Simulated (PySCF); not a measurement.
Start geometry of `C1=C[SiH2][GeH2][O]1` from a GFN2-xTB structure with every atom displaced at random (by about 0.01 Å) (Å):
```
atom  x, y, z in Å
C1     0.155    1.480    0.080
C2    -1.081    0.926   -0.031
Si3   -1.109   -0.927   -0.123
Ge4    1.304   -0.985    0.029
O5     1.291    0.872    0.112
H6     0.241    2.593    0.130
H7    -1.941    1.557   -0.056
H8    -1.526   -1.511   -1.383
H9    -1.695   -1.621    1.042
H10    2.277   -1.149   -1.088
H11    2.122   -1.260    1.271
```

Task: What comes out of this run: PBE0-D3(BJ)/def2-SVP geometry optimisation, gas phase (PySCF)?

Result: 
```
atom  x, y, z in Å
C1     0.120    1.540    0.088
C2    -1.066    0.897   -0.031
Si3   -1.018   -0.955   -0.131
Ge4    1.351   -0.871    0.052
O5     1.326    0.979    0.141
H6     0.176    2.636    0.154
H7    -1.975    1.504   -0.061
H8    -1.497   -1.549   -1.416
H9    -1.678   -1.682    0.996
H10    2.241   -1.194   -1.159
H11    2.048   -1.319    1.346
```

The energy falls by 0.228 eV over 7 energy and gradient evaluations, the largest force component goes from 0.0276 to 7.4e-05 Eh/bohr, and the atoms move by 0.081 Å rms after alignment. Among the bonds, Si3–H8 and Ge4–H10 change most and about equally (+0.045 to +0.046 Å). Bonds longer at the end by more than 0.005 Å: 6 of 11; shorter: 3. Among the angles that change most is Si3–Ge4–H10, from 127.4° to 120.6°. Rotational constants go from 3907, 2466, 1566 to 3807, 2549, 1586 MHz. The orientation of the end geometry is arbitrary; only internal coordinates are fixed.

The run used 122 basis functions and 45 SCF cycles in all.

PBE0-D3(BJ)/def2-SVP frequencies: not computed here.
